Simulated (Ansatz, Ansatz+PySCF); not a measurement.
```yaml
atoms:
  - { symbol: H, position_ang: [0.0000, 0.0000, -1.3826] }
  - { symbol: Br, position_ang: [0.0000, 0.0000, 0.0395] }
```

RHF-MP2 on singlet HBr was run in several spherical basis sets with Ansatz (development build ahead of 0.2.0). Frozen core: 9 orbitals.

**Question.** Rank the basis sets by the total energy that they give, lowest first, with the distance from the lowest.
A. def2-SVP
B. cc-pVTZ
C. 6-31G(d)

**Answer.** B (0.00 eV), C (9.56 eV), A (9.79 eV).

Totals follow the description of the cores as much as that of the bonds, so this order isn't one of quality for chemistry.
